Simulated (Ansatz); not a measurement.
H5NSi2, SMILES `N[SiH]=[SiH2]` (charge 0, multiplicity 1).

Z-matrix (Å, degrees):
```
Si
N 1 1.6913
H 2 1.0061 1 123.97
H 2 1.0064 3 113.12 1 -178.18
H 1 1.4898 2 104.72 3 2.54
Si 1 2.2239 5 122.82 2 156.27
H 6 1.5016 1 98.75 5 56.18
H 6 1.5020 7 105.57 1 -106.21
```
Charge 0, spin multiplicity 1.

Frozen-core energies in 6-31g from Ansatz (an electronic-structure program) at a geometry from PBE0-D3(BJ)/def2-TZVP; the HF reference has <S^2> = 0.00 (restricted, and unstable towards unrestricted orbitals) and the T1 diagnostic is 0.023.

```
level     energy (Ha)  difference from CCSDTQ (mHa)
--------  -----------  ----------------------------
HF         -635.04996                        264.99
MP2        -635.27024                         44.71
CCSD       -635.30636                          8.59
CCSD(T)    -635.31315                          1.80
CCSDT      -635.31415                          0.80
CCSDT(Q)   -635.31499                         -0.04
CCSDTQ     -635.31495                          0.00
```
